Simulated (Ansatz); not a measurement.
C3H7FOSi can be A, `C=C[Si](C)(O)F`, or B, `C/C([SiH3])=C(/O)F`.

Gas-phase electronic energies from Ansatz, PBE0-D4/def2-TZVP geometries. CCSD(T)/CBS adds triple-zeta CCSD(T) − MP2 to the extrapolated MP2 energy (def2 sets, frozen cores). DFT in def2-TZVPP. B3LYP here is the variant with VWN-RPA as its local correlation; programs differ in this. One conformer a species, not always the lowest.

A:

```xyz
13

C     2.131    0.328   -0.349
C     0.959    0.927   -0.149
Si   -0.665    0.054   -0.341
C    -1.482   -0.406    1.248
O    -0.490   -1.321   -1.214
F    -1.624    1.071   -1.130
H     3.078    0.844   -0.222
H     2.192   -0.716   -0.647
H     0.964    1.973    0.156
H    -2.454   -0.868    1.059
H    -1.637    0.476    1.874
H    -0.866   -1.115    1.804
H    -0.107   -1.247   -2.090
```

B:

```xyz
13

C    -0.2078   -0.9982    1.3525
C    -0.0418    0.0253    0.2614
Si    0.2369   -0.5733   -1.4618
C    -0.0943    1.3321    0.5338
O     0.0267    2.3809   -0.2770
F    -0.2928    1.7893    1.7604
H    -1.0576   -1.6579    1.1515
H     0.6780   -1.6355    1.4367
H    -0.3733   -0.5304    2.3230
H     1.4801   -1.3825   -1.5690
H     0.3730    0.5955   -2.3888
H    -0.8970   -1.4053   -1.9453
H     0.1699    2.0602   -1.1774
```

Q: Which isomer does CCSD(T)/CBS put lower? Give the gap. (Estimate.)

A: The calculation gave: A, by 99.1 kcal/mol.

Q: Give E(B) − E(A) in kcal/mol with MP2/def2-TZVPP, ωB97M-V, r2SCAN-D4, PBE0-D4, PBE-D4, B3LYP-D4, HF/def2-TZVPP. (An estimate is asked.)

A: The calculation gave: MP2/def2-TZVPP 99.2, ωB97M-V 95.2, r2SCAN-D4 92.7, PBE0-D4 89.7, PBE-D4 86.3, B3LYP-D4 94.2, HF/def2-TZVPP 100.0. None reverses the order clearly.

Largest T1 diagnostic: 0.012.

In def2-TZVPP, CCSD(T) changes the Hartree–Fock value by −3.3 kcal/mol (the triples alone add −1.4 kcal/mol) and MP2 by −0.7 kcal/mol. From PBE to PBE0 (25 % exact exchange), in def2-TZVPP and without D4, E(B) − E(A) moves by +3.4 kcal/mol.
